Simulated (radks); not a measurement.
Values are calculated unless marked as measured or tabulated.
The mean radii <r> (bohr) of the occupied orbitals of an atom or ion are listed with their occupations. Code: a radial shooting solver on a logarithmic mesh with Libxc functionals. Model: scalar-relativistic Kohn-Sham, r2SCAN, spin-polarised, spherical densities, finite nucleus; meta-GGA in the generalised Kohn-Sham scheme; Fermi nuclear charge, rms radius of each element as measured or else 0.836 A^(1/3) + 0.57 fm.

| orbital | occ. | <r> |
|---|---|---|
| 1s up | 1 | 0.05214 |
| 1s down | 1 | 0.05214 |
| 2s up | 1 | 0.2349 |
| 2s down | 1 | 0.2347 |
| 2p up | 3 | 0.2065 |
| 2p down | 3 | 0.2063 |
| 3s up | 1 | 0.7038 |
| 3s down | 1 | 0.7059 |
| 3p up | 3 | 0.7353 |
| 3p down | 3 | 0.7383 |
| 3d up | 5 | 0.8583 |
| 3d down | 3 | 0.8686 |
| 4p up | 1 | 2.596 |

Name the element and its charge. Open shells, if any, are filled with parallel spins first.

Answer. Z = 29, copper, charge +2: Cu2+ in [Ar] 3d8 4p1. The 1s radius gives Z: for a bare nucleus <r> = (2 gamma + 1)/(2Z) with gamma = sqrt(1 - (Z/c)^2), 0.05094 bohr for Z = 29, and screening makes it slightly larger (0.05214 here). The occupations add up to 27, and the charge is Z minus that.
